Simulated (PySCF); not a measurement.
C2H8BNO.
Structure used (PBE0-D3(BJ)/def2-SVP), in Å, numbered top down from 1:
```
atom  x, y, z in Å
C1     1.3482   -1.2516   -0.1437
C2     1.1155    0.0439   -0.3914
B3    -0.2587    0.8556   -0.2837
N4    -1.4453   -0.2324    0.1535
O5    -0.2999    1.8761    0.7236
H6     0.5544   -1.9493    0.1607
H7     2.3391   -1.7103   -0.2368
H8     1.9902    0.6373   -0.6996
H9    -0.6716    1.2569   -1.3761
H10   -2.2854    0.3094    0.3567
H11   -1.6512   -0.8983   -0.5914
H12   -1.1891   -0.7496    0.9971
H13    0.4532    1.7985    1.3138
```

Level of theory: PySCF 2.14.0, PBE0-D3(BJ)/def2-SVP geometry optimisation, gas phase.

Masses are those of the commonest isotopes; rigid-rotor values at the optimised geometry. The values belong to one conformer with, in the numbering `[CH2:1]=[CH:2][B@@H-:3]([NH3+:4])[OH:5]`, C1–C2–B3–N4 -2°, C2–B3–O5–H -12°.

Q: Give the principal moments of inertia and the rotational constants in GHz.

A: Ia = 72.55, Ib = 135.93, Ic = 185.49 u·Å²; 505379 MHz·u·Å²/I gives 6965, 3718 and 2725 MHz, that is A = 6.9655, B = 3.7179, C = 2.7246 GHz.

Q: Classify the top.

A: An asymmetric top: κ = (2 × 3718 − 6965 − 2725)/(6965 − 2725) = -0.53.

Q: Is it planar, by Δ = Ic − Ia − Ib?

A: Not planar: Δ = Ic − Ia − Ib = -23.00 u·Å². For a rigid frame Δ = −2 Σ m c², so Σ m c² = 11.50 u·Å² lies off the ab plane: 5.92 from hydrogen and 5.58 from heavier atoms. The atom farthest from that plane is 1.66 Å away.

Q: Which types of transition are allowed, and where do some lines up to J = 2 fall?

A: The dipole components are |μa| = 0.32 D, |μb| = 4.01 D, |μc| = 2.00 D. The squared components, which scale the intensities, stand as 0.01 : 1.00 : 0.25 (a : b : c). Some of the stronger lines:

| type | branch | J(Ka,Kc) | MHz | lower level (cm⁻¹) |
| --- | --- | --- | --- | --- |
| a | Q | 1(1,0) ← 1(1,1) | 993 | 0.323 |
| c | Q | 2(1,2) ← 2(0,2) | 2449 | 0.638 |
| a | Q | 2(1,1) ← 2(1,2) | 2980 | 0.720 |
| c | Q | 1(1,1) ← 1(0,1) | 3248 | 0.215 |
| b | Q | 1(1,0) ← 1(0,1) | 4241 | 0.215 |
| b | Q | 2(1,1) ← 2(0,2) | 5429 | 0.638 |
| a | R | 1(0,1) ← 0(0,0) | 6443 | 0.000 |
| b | R | 2(0,2) ← 1(1,1) | 9442 | 0.323 |
| b | R | 1(1,1) ← 0(0,0) | 9690 | 0.000 |
| c | Q | 2(2,1) ← 2(1,1) | 9743 | 0.819 |
| b | Q | 2(2,0) ← 2(1,1) | 9938 | 0.819 |
| c | R | 1(1,0) ← 0(0,0) | 10683 | 0.000 |
| a | R | 2(1,2) ← 1(1,1) | 11892 | 0.323 |
| a | R | 2(0,2) ← 1(0,1) | 12690 | 0.215 |
| b | Q | 2(2,1) ← 2(1,2) | 12723 | 0.720 |
| b | R | 2(1,2) ← 1(0,1) | 15139 | 0.215 |
| c | R | 2(1,1) ← 1(0,1) | 18119 | 0.215 |
| b | R | 2(2,1) ← 1(1,0) | 23621 | 0.356 |
| c | R | 2(2,0) ← 1(1,0) | 23816 | 0.356 |
| c | R | 2(2,1) ← 1(1,1) | 24614 | 0.323 |
| b | R | 2(2,0) ← 1(1,1) | 24810 | 0.323 |

Q: Estimate the classical rotational partition function at 50 K, 200 K and 298.15 K.

A: Point group C1, symmetry number σ = 1; q = (√π/σ)·√((kT/h)³/(ABC)), k/h = 20836.6 MHz/K: 7100 at 50 K, 56800 at 200 K, 103000 at 298.15 K.

PBE0-D3(BJ)/def2-SVP frequencies: not computed here. These are rigid-rotor constants of the computed structure; measured ground-state constants (B0) also hold zero-point vibration. A rigid rotor knows nothing of internal rotation, which can split or shift real lines. Quadrupole hyperfine structure (11B, 14N) is left out.

On Arm Neoverse V2, one thread, shared host with 96 logical CPUs at a one-minute load of 40, this took 43 s of wall time and 0.46 GiB of memory at its peak. That covers the optimisation of the geometry.
